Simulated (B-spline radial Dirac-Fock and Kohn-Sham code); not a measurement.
# Dy⁺ 3p3/2: cross section and angular parameters

System: the Dy⁺ ion, 1s2 2s2 2p6 3s2 3p6 3d10 4s2 4p6 4d10 4f10 5s2 5p6 6s1; threshold 1668.5 eV (orbital energy of the model). Calculated with a radial finite-basis atomic code, using Dirac-Hartree-Slater photoionisation with a Latter tail; cross sections with all multipoles, angular parameters from the dipole term and its interference with E2.

For linearly polarised light dσ/dΩ = σ/(4π) [1 + β P₂(cos θ) + (δ + γ cos²θ) sin θ cos φ], with θ from the polarisation vector and φ the angle between the beam and the projection of the electron momentum on the plane normal to the polarisation.

```tsv
hν (eV)	σ (kb)	β	γ	δ
2130	125	1.257	0.303	0.051
2380	104	1.406	0.181	0.025
3800	44.1	1.643	-0.038	0.008
4850	?	?	?	?
5414.7	20.8	1.672	0.173	0.014
5940	16.9	1.669	0.265	0.016
6940	11.8	1.656	0.442	0.020
8650	6.92	1.626	0.739	0.028
9251.7	5.85	1.613	0.839	0.031
12000	2.98	1.554	1.241	0.046
12800	2.52	1.537	1.344	0.050
```

Question: Give the values at 4850 eV.

Answer: σ = 26.5 kb, β = 1.670, γ = 0.081, δ = 0.012.
